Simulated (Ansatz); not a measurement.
```yaml
atoms:
  - { symbol: S, position_ang: [0.0000, 0.0000, 0.0000] }
  - { symbol: O, position_ang: [1.5568, 0.0000, 0.0000] }
  - { symbol: O, position_ang: [-0.7784, 1.3482, 0.0000] }
  - { symbol: O, position_ang: [-0.7784, -1.3482, 0.0000] }
```

Basis set: 6-31G* (spherical functions). Correlated methods keep 8 orbitals frozen. Charge 0, multiplicity 1.

Computed with Ansatz (development build ahead of 0.2.0); each method stands on the lowest determinant of its kind that the runs found. Restricted open shells among the atoms or ions are ROHF, correlated in semicanonical orbitals with singles.

(1) Give the atomization energy at this shape (free ground-state atoms in the same class of orbitals less the molecule, no zero-point energy) of singlet SO₃ by RHF-MP2, RHF.

Answers

(1)

```json
{"method": "RHF-MP2", "atomization energy": "282.21 kcal/mol"}
{"method": "RHF", "atomization energy": "59.71 kcal/mol"}
```

Caution: the shape is not the minimum.
